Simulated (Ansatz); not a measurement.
Ansatz results at the PBE0-D4/def2-TZVP geometry: HOMO–LUMO gap (B3LYP/def2-TZVPP) 5.55 eV; size of the dipole moment (PBE/def2-TZVPP) 1.74 D; HOMO energy (PBE/def2-TZVPP) -6.08 eV.

Each molecule was computed in one conformer, which needn't be the lowest.

Q: Which molecule gave them?
A. `BB[SiH3]`
B. `[NH2][SnH]([OH])[SH]`
C. `B[Se]C(N)O`
D. `CC(F)C=N`

A: C. The others give `CC(F)C=N`: 6.94, 2.72, -6.20; `[NH2][SnH]([OH])[SH]`: 6.19, 1.21, -6.13; `BB[SiH3]`: 5.47, 0.27, -6.82.

B3LYP here is the variant with VWN-RPA as its local correlation; programs differ in this.
